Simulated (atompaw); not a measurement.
**What one change does to a pseudopotential (W, PAW (atompaw))**

tungsten, PAW, made with atompaw 4.2.0.5 (LDA (PW92), non-relativistic). Core [Kr] 4d10 4f14 5s2, reference 5p6 5d4 6s2 6p0. Waves: 6s (bound): rc 3.00 bohr; 6s channel at 3.55 Ry: rc 3.00 bohr; 5p (bound): rc 1.55 bohr; 6p (bound, empty): rc 3.00 bohr; 5d (bound): rc 2.40 bohr; 5d channel at 3.6 Ry: rc 3.00 bohr. Local part: vpsmatchnc scheme with l = 3 at 0 Ry, radius 2.70 bohr. Core correction: smooth core density matched at 2.45 bohr. Augmentation charge: sinc compensation charge, radius 2.45 bohr; PAW radius 3.00 bohr; waves and projectors: custom rrkj vanderbiltortho.

Change: all radii scaled by about 0.84 (s 2.52, p 1.30, d 2.02 bohr); local potential vpsmatchnc scheme with l = 3 at 0 Ry, radius 2.26 bohr; augmentation sinc compensation charge, radius 2.06 bohr; PAW radius 2.52 bohr; waves and projectors: custom rrkj vanderbiltortho; core correction smooth core density matched at 2.06 bohr.

Cutoffs: the cutoffs (Ry, on a coarse ladder) from which the occupation-weighted sum of valence levels, in a spherical-Bessel basis at the reference potential, stays within 10 and 1 mRy of its value at 400 Ry; they do not see the model core or the augmentation charge, which bear on the density cutoff.

What does the change do?

The potential gets harder (35 Ry and 60 Ry → 40 Ry and 90 Ry); both files keep a bound ghost (s). A smaller radius makes the pseudo-wave follow the all-electron one further in, where it bends more sharply, so more plane waves are needed.

```csv
quantity,base,changed
"cutoff, loose",35 Ry,40 Ry
"cutoff, tight",60 Ry,90 Ry
loose cutoff by channel (10 mRy a level),"s 6 Ry, p 25 Ry, d 15 Ry","s 6 Ry, p 30 Ry, d 21 Ry"
bound ghosts,s,s
lowest overlap eigenvalue by channel,"s 0.23, p 0.43, d 0.60","s 0.80, p 0.50, d 0.69"
```

 A true bound ghost makes a file unfit for plane-wave use even where its test errors are small: the radial tests pick states by their node count and pass the ghost by. The cutoffs see the waves, projectors and local potential, not the compensation charge or the core.
